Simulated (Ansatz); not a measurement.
Total energies of ZnF₂ from Ansatz at CCSD(T)/def2-TZVPP, gas phase (1 Eh = 27.2114 eV = 2625.5 kJ/mol). The reference geometry is relaxed at PBE-D4/def2-TZVP.

Cartesian coordinates in Å:
```
Zn -0.001 -0.001 0.000
F -1.034 0.231 -1.386
F 1.035 -0.230 1.386
```

```csv
state,geometry,energy (Eh)
charge 0 singlet,reference,-1977.81325
charge 1 doublet,reference,-1977.30206
free Zn atom (singlet),–,-1778.27005
free F atom (doublet),–,-99.62506
```

Correlated methods freeze 11 core orbitals. In CCSD on the charge 1 doublet the largest single amplitude is 0.20, so its Hartree–Fock determinant may place the open shell otherwise than the density functionals do.

(1) Work out the vertical ionisation energy to the doublet.

(2) What is the binding energy per atom against free atoms?

(1) E(charge 1 doublet) − E(charge 0 singlet) = -1977.30206 − (-1977.81325) = 0.51119 Eh = 13.91 eV.

(2) Atoms: 1 × (-1778.27005) + 2 × (-99.62506) = -1977.52017 Eh. Binding: -1977.52017 − (-1977.81325) = 0.29308 Eh = 7.98 eV, or 2.66 eV for each of 3 atoms (no zero-point energy, no counterpoise term).
